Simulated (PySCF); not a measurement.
HClO, charge +1, doublet, geometry from GFN2-xTB (a state made from the parent by changing its charge; the spin is typed, not shown lowest).

The PySCF input:
```python
from pyscf import gto, scf, dft

mol = gto.Mole()
mol.atom = '''
    O    -0.04383216    1.02148558    0.01469068
    H    -0.96672120    1.40203158    0.00503415
    Cl    0.07749285   -0.56317154   -0.00720939
'''
mol.basis = 'pcseg-1'
mol.charge = 1
mol.spin = 1
mol.verbose = 4
mol.build()

mf = dft.UKS(mol)
mf.xc = 'r2scan'
mf.kernel()
```

Task: What does this run give for the Mulliken (on the basis functions themselves) charges in atom order, total energy?

Result: 
The Mulliken (on the basis functions themselves) charges in atom order is O1 -0.10, H2 0.37, Cl3 0.73 and the total energy is -535.4393 Eh.

These values belong to the state on which the SCF converged, which isn't shown to be the lowest.
